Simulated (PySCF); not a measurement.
Work out the structure from these simulated measurements.

Formula: C5H11OPSi2.

| Property | Result |
| --- | --- |
| 1H NMR | chemical shifts (computed TMS as zero) by class: 5.13 (1 H), 5.08 (1 H), 2.35 (1 H), 1.55 (1 H), 1.36 (1 H), 1.29 (2 H), 1.03 (1 H), 0.58 (3 H) ppm [GIAO PBE0/pcSseg-1] |
| Rotational structure | rotational constants A, B, C: 1.636, 0.707, 0.614 GHz [GFN2-xTB] |
| NMR, other nuclei | isotropic shieldings of nuclei other than C and H, by class: 271 (1 O), 307 (1 Si), 351 (1 Si), 595 (1 P) ppm [GIAO PBE0/pcSseg-1] |
| 13C NMR | chemical shifts (computed TMS as zero) by class: 94.0 (1 C), 75.6 (1 C), 22.5 (1 C), 15.2 (1 C), 5.1 (1 C) ppm [GIAO PBE0/pcSseg-1] |
| Dipole | 0.99 D [PBE0/pcSseg-1] |

Electronic properties: PySCF, gas phase, density fitting. Levels stand in brackets. Isolated species at its GFN2-xTB geometry (one conformer only). NMR classes are plain means over equivalent atoms (diastereotopic ones count apart unless rotation or inversion swaps them), as if these changed places fast.

Question: What is the compound? Reason from the data.

Answer: Numbering: `[CH:1]#[C:2][C@@H:3]1[CH2:4][Si@@:5]([CH3:6])([PH2:7])[O:8][SiH2:9]1`. 5 carbons fall into 5 classes; from least to most shielded: alkyne carbon [C2] (94.0 ppm), terminal alkyne carbon [C1] (75.6 ppm), ring sp3 carbon bound to silicon [C4] (22.5 ppm), ring sp3 carbon bound to silicon [C3] (15.2 ppm), Si-methyl carbon [C6] (5.1 ppm). Hydrogen classes from least to most shielded: 1 H on an oxygen-bound silicon, Si9 (5.13 ppm), 1 H on an oxygen-bound silicon, Si9 (5.08 ppm), 1 H on an sp3 carbon bound to silicon, C3 (2.35 ppm), 1 H on a terminal alkyne carbon, C1 (1.55 ppm), 1 H on an sp3 carbon bound to silicon, C4 (1.36 ppm), 2 H on a three-coordinate phosphorus, P7 (1.29 ppm), 1 H on an sp3 carbon bound to silicon, C4 (1.03 ppm), 3 H on an Si-methyl carbon, C6 (0.58 ppm, a mean of values up to 1.0 ppm apart in this geometry). The other shieldings belong to: 271 ppm, siloxane oxygen [O8]; 307 ppm, oxygen-bound silicon [Si5]; 351 ppm, oxygen-bound silicon [Si9]; 595 ppm, three-coordinate phosphorus [P7]. The optimised geometry has point group C1 and is an asymmetric top. Structure: `C#C[C@@H]1C[Si@@](C)(P)O[SiH2]1`. The assignments are read from this structure; whether some other isomer fits the data as well wasn't checked. The mirror image fits equally.
